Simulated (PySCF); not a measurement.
This PySCF input asks for the NMR shieldings of `[SiH2](C[C@H](C#C)CC(C)=O)O`, C$_{7}$H$_{12}$O$_{2}$Si; the geometry comes from GFN2-xTB.

```python
import basis_set_exchange as bse
import numpy as np
from pyscf import gto, dft
from pyscf.prop import nmr

atoms = """
C     1.937804    2.443626   -0.322863
C     1.130041    1.672142    0.109909
C     0.118686    0.763930    0.619153
C    -1.190544    0.953586   -0.155851
Si   -2.671138   -0.066772    0.497454
O    -2.483103   -1.645023    0.224409
C     0.636129   -0.698118    0.606976
C     0.696496   -1.270557   -0.785985
C     1.945429   -0.969303   -1.557002
O    -0.209497   -1.926934   -1.255523
H     2.647013    3.123503   -0.691279
H    -0.057609    1.028503    1.669542
H    -1.443889    2.014052   -0.117207
H    -1.018864    0.722743   -1.209658
H    -3.870994    0.426368   -0.178161
H    -2.744696    0.093399    1.951950
H    -1.791977   -1.953278   -0.385448
H    -0.044934   -1.300941    1.208695
H     1.630798   -0.715169    1.056090
H     1.859343   -1.333819   -2.577394
H     2.121102    0.105699   -1.549486
H     2.793992   -1.448251   -1.072214
"""
names = dict.fromkeys(["C", "Si", "O", "H"], "pcSseg-1")
basis = {el: gto.basis.parse(bse.get_basis(n, elements=[el], fmt="nwchem")) for el, n in names.items()}
mol = gto.M(atom=atoms, basis=basis, charge=0, verbose=0)
mf = dft.RKS(mol, xc="PBE0")
mf.grids.level = 2
mf.grids.alignment = dft.numint.BLKSIZE   # the property module wants whole blocks of grid points
mf.conv_tol = 1e-9
mf.kernel()

calc = nmr.RKS(mf)   # GIAO
C = mf.mo_coeff
Co = C[:, mf.mo_occ > 0]
resp = mf.gen_response(singlet=True, hermi=2)
def vind(x):   # induced exchange potential for any number of trial vectors
    d = np.einsum("pi,xij,qj->xpq", C, 2 * x.reshape(-1, C.shape[1], Co.shape[1]), Co, optimize=True)
    return np.einsum("xpq,pi,qj->xij", resp(d - d.transpose(0, 2, 1)), C, Co, optimize=True).ravel()
mo1, _ = nmr.rhf.solve_mo1(calc, with_cphf=vind)
sigma = calc.kernel(mo1)
for i, s in enumerate(sigma):   # ppm
    print("%2d %-2s %9.2f" % (i, mol.atom_pure_symbol(i), np.trace(s) / 3))
```

**Question.** Give the expected output.

**Answer.** 
```
 0 C     108.04
 1 C      91.35
 2 C     158.33
 3 C     162.27
 4 Si    371.45
 5 O     310.96
 6 C     138.70
 7 C     -34.62
 8 C     149.81
 9 O    -310.54
10 H      29.82
11 H      28.70
12 H      30.89
13 H      30.82
14 H      26.66
15 H      26.81
16 H      26.30
17 H      28.92
18 H      28.96
19 H      29.53
20 H      27.91
21 H      29.39
```

These numbers come from an equivalent density-fitted implementation of the same equations, which agrees with the script to about 0.01 ppm for H and up to a few tenths of a ppm for heavy atoms, so last digits may differ.

**Question.** Turn these shieldings into chemical shifts. Chemical shifts δ = σref − σ; 13C (186.93 ppm), 29Si (349.16 ppm), 1H (31.72 ppm) vs TMS; 17O (336.08 ppm) vs H2O, all at this level.

**Answer.** Averaging equivalent atoms: C 7: 221.5; C 1: 95.6; C 0: 78.9; C 6: 48.2; C 8: 37.1; C 2: 28.6; C 3: 24.7; Si 4: -22.3; O 9: 646.6; O 5: 25.1; H 16: 5.42; H 14: 5.05; H 15: 4.91; H 11: 3.02; H 17: 2.79; H 19/20/21: 2.77; H 18: 2.76; H 10: 1.90; H 13: 0.90; H 12: 0.83 ppm. Unscaled 17O shifts of doubly bonded oxygen tend to come out too high, by tens of ppm or more. Experimental scales use liquid or dissolved standards, which lie at an offset from isolated H2O (liquid H2O: subtract about 36 ppm).

Size and cost of the density-fitted run: 237 basis functions, 3.4 min wall time on 1 thread of an Intel Xeon, shared host; peak memory 1.1 GiB.
